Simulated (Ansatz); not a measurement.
C2H2ClSi, SMILES `[C]#C[SiH2]Cl` radical, relaxed with UKS PBE0-D4/def2-TZVP in the Gaussian-basis code of Ansatz from a PBE-D4/def2-SVP geometry. The force threshold is 0.005 eV/Å; the program also tests the step.

The species carries charge 0 and has multiplicity 2.

Start:

```xyz
6

C     1.837    1.736    0.127
C     0.889    0.951   -0.008
Si   -0.343   -0.406   -0.131
Cl   -1.546   -0.396    1.561
H     0.367   -1.721   -0.216
H    -1.203   -0.163   -1.333
```

**Question.** How much energy does the relaxation release, and in how many steps? (An estimate is asked.)

**Answer.** Ansatz gave: 1.32 kcal/mol, in 6 steps, 1 of them rejected.

**Question.** Which bonds change most? (Estimate.)

**Answer.** The calculation gave: Si3–Cl4 from 2.076 to 2.045 Å; C1–C2 from 1.239 to 1.212 Å; Si3–H6 from 1.498 to 1.477 Å; Si3–H5 from 1.497 to 1.477 Å.

**Question.** Give the relaxed structure. (An estimate is asked.)

**Answer.** Computed: 
```xyz
6

C     1.774    1.759    0.097
C     0.924    0.899    0.023
Si   -0.335   -0.407   -0.126
Cl   -1.528   -0.391    1.535
H     0.337   -1.720   -0.215
H    -1.173   -0.140   -1.313
```
